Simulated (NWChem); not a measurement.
BSiH$_{4}$OCl; SMILES [SiH3]OBCl

```xyz
8

B     -0.9821    -0.7053    -0.0016
Cl     0.5173    -1.6804     0.0443
H     -2.0186    -1.2882    -0.0179
O     -0.9413     0.6326    -0.0171
Si     0.2837     1.7940    -0.0049
H     -0.4045     3.1042    -0.0343
H      1.1413     1.6393    -1.2045
H      1.0907     1.6675     1.2324
```
Atoms are numbered in this order, from 1.

Level: B3LYP/6-31G* (spherical d) (NWChem), optimised geometry, unscaled harmonic frequencies. B3LYP is NWChem's, with the RPA form of VWN correlation.

```json
[
 {"frequency (cm⁻¹)": "76", "IR intensity (km/mol)": "0.0"},
 {"frequency (cm⁻¹)": "99", "IR intensity (km/mol)": "2.5"},
 {"frequency (cm⁻¹)": "199", "IR intensity (km/mol)": "2.3"},
 {"frequency (cm⁻¹)": "425", "IR intensity (km/mol)": "7.0"},
 {"frequency (cm⁻¹)": "688", "IR intensity (km/mol)": "46.7"},
 {"frequency (cm⁻¹)": "719", "IR intensity (km/mol)": "52.1"},
 {"frequency (cm⁻¹)": "736", "IR intensity (km/mol)": "63.2"},
 {"frequency (cm⁻¹)": "787", "IR intensity (km/mol)": "90.5"},
 {"frequency (cm⁻¹)": "849", "IR intensity (km/mol)": "30.1"},
 {"frequency (cm⁻¹)": "955", "IR intensity (km/mol)": "67.5"},
 {"frequency (cm⁻¹)": "964", "IR intensity (km/mol)": "85.6"},
 {"frequency (cm⁻¹)": "982", "IR intensity (km/mol)": "393.3"},
 {"frequency (cm⁻¹)": "1140", "IR intensity (km/mol)": "86.6"},
 {"frequency (cm⁻¹)": "1388", "IR intensity (km/mol)": "595.4"},
 {"frequency (cm⁻¹)": "2276", "IR intensity (km/mol)": "62.3"},
 {"frequency (cm⁻¹)": "2287", "IR intensity (km/mol)": "155.7"},
 {"frequency (cm⁻¹)": "2298", "IR intensity (km/mol)": "153.7"},
 {"frequency (cm⁻¹)": "2717", "IR intensity (km/mol)": "129.4"}
]
```

| Property | Value |
|---|---|
| zero-point energy | 28.0 kcal/mol |
| thermal correction to the enthalpy at 298.15 K (with zero-point energy) | 32.2 kcal/mol |
| heat capacity Cv | 18.4 cal/(mol K) |
| entropy at 298.15 K and 1 atm (symmetry number 1) | 77.9 cal/(mol K) |
| dipole moment | 1.60 D |

Rigid rotor and harmonic oscillator; modes under 100 cm⁻¹ make the entropy uncertain.
